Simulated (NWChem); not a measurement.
SiClF, singlet; SMILES F[Si]Cl

```xyz
3

Si     0.6592    -0.5990     0.0000
F     -0.6908    -1.5100     0.0000
Cl    -0.1773     1.3170     0.0000
```
Atoms are numbered in this order, from 1.

Computed with NWChem. Geometry optimised at PBE0/def2-SVP; all other runs use it. Low-valent species are run as closed-shell singlets; no triplet was tried in these runs.

```
quantity                                                level       value
-----------------------------------------  ------------------  ----------
solvation free energy (kcal/mol) in water  PBE0/def2-SVP, SMD        -0.8
anisotropy (bohr³), static                      PBE/def2-SVPD  (withheld)
vertical, lowest excitation, singlet (eV)  PBE/def2-SVPD, TDA        4.54
−ε(HOMO) (eV)                                    PBE/def2-SVP  (withheld)
dipole (D)                                      PBE0/def2-SVP  (withheld)
highest harmonic frequency (cm⁻¹)               PBE0/def2-SVP         874
```

### Question
Complete the blanks.

### Answer

- anisotropy (bohr³), static, value: 18.8
- −ε(HOMO) (eV), value: 6.73
- dipole (D), value: 1.13
